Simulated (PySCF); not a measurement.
CH₅In. Atoms are numbered in the order given.

```xyz
7

In     0.0021    -0.1524    -0.2764
H     -1.4653    -0.2882    -1.1974
H      1.4662    -0.8451    -0.9043
C     -0.0086     0.8914     1.6307
H     -0.0471     1.9670     1.4465
H      0.8861     0.6689     2.2094
H     -0.8930     0.6187     2.2065
```

Geometry optimised at B3LYP-D3(BJ)/def2-TZVP. The def2 effective core potentials stand for the cores of In; spin–orbit coupling is left out.

Calculation: B3LYP-D3(BJ)/def2-TZVP (PySCF 2.14.0).

Frequencies are harmonic and unscaled.

Computed normal modes with their intensities:
| mode | ν (cm⁻¹) | IR (km/mol) | Raman (Å⁴/amu) | depolarisation | moving atoms (share of kinetic energy) |
|---|---|---|---|---|---|
| 1 | 15 | 0.0 | 9.3 | 0.75 | H 100 % |
| 2 | 324 | 46.7 | 9.0 | 0.75 | H 96 % |
| 3 | 453 | 73.9 | 4.4 | 0.69 | H 97 % |
| 4 | 484 | 54.9 | 22.2 | 0.16 | C 67 %, H 21 %, In 12 % |
| 5 | 608 | 169.4 | 30.3 | 0.64 | H 96 % |
| 6 | 697 | 70.2 | 3.2 | 0.72 | H 85 %, C 14 % |
| 7 | 739 | 63.2 | 0.3 | 0.54 | H 83 %, C 16 % |
| 8 | 1199 | 0.1 | 40.9 | 0.19 | H 83 %, C 17 % |
| 9 | 1458 | 0.4 | 2.6 | 0.72 | H 95 % |
| 10 | 1461 | 1.6 | 2.5 | 0.70 | H 95 % |
| 11 | 1762 | 344.3 | 121.1 | 0.70 | H 99 % |
| 12 | 1768 | 166.5 | 359.3 | 0.08 | H 100 % |
| 13 | 3037 | 14.0 | 161.4 | 0.01 | H 97 % |
| 14 | 3108 | 11.7 | 90.6 | 0.72 | H 91 %, C 9 % |
| 15 | 3134 | 10.0 | 90.3 | 0.74 | H 91 %, C 9 % |
